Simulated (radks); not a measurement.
Task: These are the eigenvalues of the occupied orbitals of an atom or ion with whole-number occupations (hartree). All-electron calculation, scalar-relativistic Kohn-Sham, HCTH/407, spin-polarised, spherical densities, finite nucleus; Fermi nuclear charge, rms radius of each element as measured or else 0.836 A^(1/3) + 0.57 fm. Program: a radial shooting solver on a logarithmic mesh with Libxc functionals.

1s up: -2713.392
1s down: -2713.392
2s up: -473.2494
2s down: -473.2402
2p up: -412.4273
2p down: -412.4198
3s up: -110.4335
3s down: -110.4295
3p up: -92.55808
3p down: -92.55372
3d up: -72.55668
3d down: -72.54987
4s up: -23.56719
4s down: -23.55895
4p up: -17.69561
4p down: -17.68796
4d up: -10.39515
4d down: -10.38608
5s up: -3.71230
5s down: -3.63584
4f up: -2.26818
4f down: -2.25163
5p up: -2.22551
5p down: -2.12320
5d up: -0.58072
6s up: -0.51972
5d down: -0.45387

Which element is it, and in what charge state? The configuration may be excited. Open shells, if any, are filled with parallel spins first.

Result: Z = 76, osmium, charge +1: Os+ in [Xe] 4f14 5d6 6s1. The list shows which subshells hold electrons but not how many an open one holds; the 1s level, -2713.4 hartree, gives Z - s = 73.7 by -(Z - s)^2/2, which with screening and relativity narrows Z to a few neighbours, and the depths of the outer levels then fix element, charge and occupations together.
